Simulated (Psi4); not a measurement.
tellurium hexafluoride (F6Te), singlet, at a GFN2-xTB geometry (all electrons, no relativity); CAM-B3LYP/3-21G (Psi4 1.11).

The Psi4 input:
```
memory 2 GB

molecule mol {
0 1
F 
Te 1 1.880953
F  2 1.880953 1 90.000000
F  2 1.880953 3 90.000000 1 90.000000
F  2 1.880953 3 90.000000 4 -180.000000
F  2 1.880953 4 90.000000 3 -90.000000
F  2 1.880953 4 90.000000 6 -90.000000
}

set {
  basis 3-21g
  reference rks
  scf_type pk
}

energy('cam-b3lyp')
print_variables()
```

### Question
Predict the main parts of the log of this Psi4 run.

### Answer

```
   => Loading Basis Set <=

    Name: 3-21G
    Role: ORBITAL
    Keyword: BASIS

         ---------------------------------------------------------
                                   SCF
               by Justin Turney, Rob Parrish, Andy Simmonett
                          and Daniel G. A. Smith
                              RKS Reference
         ---------------------------------------------------------

  ==> Geometry <==

    Molecular point group: d2h
    Full point group: Oh

    Geometry (in Angstrom), charge = 0, multiplicity = 1:

       Center              X                  Y                   Z               Mass
    ------------   -----------------  -----------------  -----------------  -----------------
         F            0.000000000000     0.000000000000    -1.880953000000    18.998403162730
         TE           0.000000000000     0.000000000000     0.000000000000   129.906222748000
         F            0.000000000000    -1.880953000000     0.000000000000    18.998403162730
         F           -1.880953000000     0.000000000000     0.000000000000    18.998403162730
         F            1.880953000000     0.000000000000     0.000000000000    18.998403162730
         F            0.000000000000     0.000000000000     1.880953000000    18.998403162730
         F            0.000000000000     1.880953000000     0.000000000000    18.998403162730

  Running in d2h symmetry.

  Rotational constants: A =      0.06270  B =      0.06270  C =      0.06270 [cm^-1]
  Rotational constants: A =   1879.68130  B =   1879.68130  C =   1879.68130 [MHz]
  Nuclear repulsion = 1017.533270919958113

  Charge       = 0
  Multiplicity = 1
  Electrons    = 106
  Nalpha       = 53
  Nbeta        = 53

  ==> Algorithm <==

  SCF Algorithm Type is PK.
  DIIS enabled.
  MOM disabled.
  Fractional occupation disabled.
  Guess Type is SAD.
  Energy threshold   = 1.00e-06
  Density threshold  = 1.00e-06
  Integral threshold = 1.00e-12

  ==> Primary Basis <==

  Basis Set: 3-21G
    Blend: 3-21G
    Number of shells: 43
    Number of basis functions: 87
    Number of Cartesian functions: 87
    Spherical Harmonics?: false
    Max angular momentum: 2

  ==> DFT Potential <==

   => LibXC <=

    Version 7.1.2
    S. Lehtola, C. Steigemann, M. J. T. Oliveira, and M. A. L. Marques,  SoftwareX 7, 1–5 (2018) (10.1016/j.softx.2017.11.002)

   => Composite Functional: CAM-B3LYP <=

    CAM-B3LYP Hyb-GGA Exchange-Correlation Functional

    T. Yanai, D. P. Tew, and N. C. Handy,  Chem. Phys. Lett. 393, 51 (2004) (10.1016/j.cplett.2004.06.011)

    Deriv               =              1
    GGA                 =           TRUE
    Meta                =          FALSE

    Exchange Hybrid     =           TRUE
    MP2 Hybrid          =          FALSE

   => Exchange Functionals <=

    0.3500         Becke 88 [omega = 0.3300]
    0.4600   Short-range recipe for B88 functional - erf [omega = 0.3300]

   => Exact (HF) Exchange <=

    0.4600            HF,LR [omega = 0.3300]
    0.1900               HF

   => Correlation Functionals <=

    0.1900   Vosko, Wilk & Nusair (VWN5)
    0.8100   Lee, Yang & Parr

   => LibXC Density Thresholds  <==

    XC_HYB_GGA_XC_CAM_B3LYP:  1.00E-14

   => Molecular Quadrature <=

    Radial Scheme          =       TREUTLER
    Pruning Scheme         =           NONE
    Nuclear Scheme         =       TREUTLER

    Blocking Scheme        =         OCTREE
    BS radius alpha        =              1
    Pruning alpha          =              1
    Radial Points          =             75
    Spherical Points       =            302
    Total Points           =         151086
    Total Blocks           =           1227
    Max Points             =            256
    Max Functions          =             81
    Weights Tolerance      =       1.00E-15

  ==> Integral Setup <==

  Using in-core PK algorithm.
   Calculation information:
      Number of atoms:                   7
      Number of AO shells:              43
      Number of primitives:             87
      Number of atomic orbitals:        87
      Number of basis functions:        87

      Integral cutoff                 1.00e-12
      Number of threads:                 1

  Performing in-core PK
  Using 21986118 doubles for integral storage.
  We computed 265180 shell quartets total.
  Whereas there are 447931 unique shell quartets.

  Computing range-separated integrals for PK
  We computed 265180 wK shell quartets total.
  Whereas there are 447931 wK unique shell quartets.

  ==> DiskJK: Disk-Based J/K Matrices <==

    J tasked:                  Yes
    K tasked:                  Yes
    wK tasked:                 Yes
    Omega:               3.300E-01
    Schwarz Cutoff:          1E-12

  Minimum eigenvalue in the overlap matrix is 1.2815374701E-03.
  Reciprocal condition number of the overlap matrix is 3.1031384666E-04.
    Using symmetric orthogonalization.

  ==> Pre-Iterations <==

  SCF Guess: Superposition of Atomic Densities via on-the-fly atomic UHF (no occupation information).

   -------------------------
    Irrep   Nso     Nmo
   -------------------------
     Ag        27      27
     B1g        6       6
     B2g        6       6
     B3g        6       6
     Au         0       0
     B1u       14      14
     B2u       14      14
     B3u       14      14
   -------------------------
    Total      87      87
   -------------------------

  ==> Iterations <==

                        Total Energy        Delta E     RMS |[F,P]|

   @RKS iter SAD: -7178.28183659572642   -7.17828e+03   0.00000e+00
   @RKS iter   1: -7181.53712379203262   -3.25529e+00   1.79882e-02 DIIS/ADIIS
   @RKS iter   2: -7181.57645913882880   -3.93353e-02   1.54154e-02 DIIS/ADIIS
   @RKS iter   3: -7181.66813362758876   -9.16745e-02   1.79774e-03 DIIS/ADIIS
   @RKS iter   4: -7181.66943716620972   -1.30354e-03   8.50923e-05 DIIS
   @RKS iter   5: -7181.66944167425936   -4.50805e-06   1.10189e-05 DIIS
   @RKS iter   6: -7181.66944179545590   -1.21197e-07   2.02282e-06 DIIS
   @RKS iter   7: -7181.66944180033079   -4.87489e-09   2.61850e-07 DIIS
  Energy and wave function converged.

  ==> Post-Iterations <==

   Electrons on quadrature grid:
      Ntotal   =  106.0001474170 ; deviation = 1.474e-04

    Orbital Energies [Eh]
    ---------------------

    Doubly Occupied:

       1Ag  -1113.801369     2Ag  -167.888777     1B3u -156.963156
       1B2u -156.963156     1B1u -156.963156     3Ag   -33.987898
       2B2u  -29.325080     2B1u  -29.325080     2B3u  -29.325080
       4Ag   -24.671458     3B3u  -24.670698     3B2u  -24.670698
       3B1u  -24.670698     5Ag   -24.669361     6Ag   -24.669361
       7Ag   -21.472863     8Ag   -21.472863     1B3g  -21.471334
       1B1g  -21.471334     1B2g  -21.471334     9Ag    -6.184258
       4B1u   -4.571550     4B2u   -4.571550     4B3u   -4.571550
      10Ag    -2.083280    11Ag    -2.083280     2B3g   -2.074671
       2B1g   -2.074671     2B2g   -2.074671    12Ag    -1.355608
       5B3u   -1.299942     5B2u   -1.299942     5B1u   -1.299942
      13Ag    -1.267356    14Ag    -1.267356    15Ag    -0.799324
       6B3u   -0.638283     6B2u   -0.638283     6B1u   -0.638283
       3B1g   -0.523927     3B2g   -0.523927     3B3g   -0.523927
       7B1u   -0.514437     7B2u   -0.514437     7B3u   -0.514437
      16Ag    -0.509201    17Ag    -0.509201     8B1u   -0.505097
       8B2u   -0.505097     8B3u   -0.505097     4B1g   -0.488922
       4B2g   -0.488922     4B3g   -0.488922

    Virtual:

      18Ag    -0.104572     9B3u    0.071485     9B1u    0.071485
       9B2u    0.071485    19Ag     0.288225    10B1u    0.334295
      10B3u    0.334295    10B2u    0.334295     5B1g    1.739750
       5B2g    1.739750     5B3g    1.739750    11B1u    1.830170
      11B2u    1.830170    11B3u    1.830170    20Ag     1.848290
      21Ag     1.848290     6B1g    1.902918     6B2g    1.902918
       6B3g    1.902918    12B2u    1.993578    12B1u    1.993578
      12B3u    1.993578    22Ag     2.029711    13B3u    2.052278
      13B2u    2.052278    13B1u    2.052278    23Ag     2.906953
      24Ag     2.906953    25Ag     3.489395    14B3u    3.518615
      14B2u    3.518615    14B1u    3.518615    26Ag     4.203227
      27Ag   220.630301

    Final Occupation by Irrep:
             Ag   B1g   B2g   B3g    Au   B1u   B2u   B3u
    DOCC [    17,    4,    4,    4,    0,    8,    8,    8 ]
    NA   [    17,    4,    4,    4,    0,    8,    8,    8 ]
    NB   [    17,    4,    4,    4,    0,    8,    8,    8 ]

  @RKS Final Energy: -7181.66944180033079

   => Energetics <=

    Nuclear Repulsion Energy =           1017.5332709199581132
    One-Electron Energy =              -11917.5484283365221927
    Two-Electron Energy =                3900.2991415422757200
    DFT Exchange-Correlation Energy =    -181.9534259260421436
    Empirical Dispersion Energy =           0.0000000000000000
    VV10 Nonlocal Energy =                  0.0000000000000000
    Total Energy =                      -7181.6694418003307874

Computation Completed

Properties will be evaluated at   0.000000,   0.000000,   0.000000 [a0]

Properties computed using the SCF density matrix

 Multipole Moments:

 ------------------------------------------------------------------------------------
     Multipole            Electronic (a.u.)      Nuclear  (a.u.)        Total (a.u.)
 ------------------------------------------------------------------------------------

 L = 1.  Multiply by 2.5417464519 to convert [e a0] to [Debye]
 Dipole X            :          0.0000000            0.0000000            0.0000000
 Dipole Y            :          0.0000000            0.0000000            0.0000000
 Dipole Z            :          0.0000000            0.0000000            0.0000000
 Magnitude           :                                                    0.0000000

 ------------------------------------------------------------------------------------

  Variable Map:
  ----------------------------------------------------------------------------
  "CURRENT ENERGY"              =>   -7181.669441800331
  "CURRENT REFERENCE ENERGY"    =>   -7181.669441800331
  "DD SOLVATION ENERGY"         =>       0.000000000000
  "DFT FUNCTIONAL TOTAL ENERGY" =>   -7181.669441800331
  "DFT TOTAL ENERGY"            =>   -7181.669441800331
  "DFT VV10 ENERGY"             =>       0.000000000000
  "DFT XC ENERGY"               =>    -181.953425926042
  "GRID ELECTRONS ALPHA"        =>      53.000073708501
  "GRID ELECTRONS BETA"         =>      53.000073708501
  "GRID ELECTRONS TOTAL"        =>     106.000147417003
  "NUCLEAR REPULSION ENERGY"    =>    1017.533270919958
  "ONE-ELECTRON ENERGY"         =>  -11917.548428336522
  "PCM POLARIZATION ENERGY"     =>       0.000000000000
  "PE ENERGY"                   =>       0.000000000000
  "SCF ITERATION ENERGY"        =>   -7181.669441800331
  "SCF ITERATIONS"              =>       7.000000000000
  "SCF TOTAL ENERGY"            =>   -7181.669441800331
  "TWO-ELECTRON ENERGY"         =>    3900.299141542276
  "XC GRID RADIAL POINTS"       =>      75.000000000000
  "XC GRID SPHERICAL POINTS"    =>     302.000000000000
  "XC GRID TOTAL POINTS"        =>  151086.000000000000

  Array Variable Map:
  ----------------------------------------------------------------------------
  "CURRENT DIPOLE"              =>       0.000000000000 ... 0.000000000000 1 by 3
  "SCF DIPOLE"                  =>       0.000000000000 ... 0.000000000000 1 by 3
  "SCF TOTAL ENERGIES"          =>   -7178.281836595726 ... -7181.669441800331 1 by 8
```
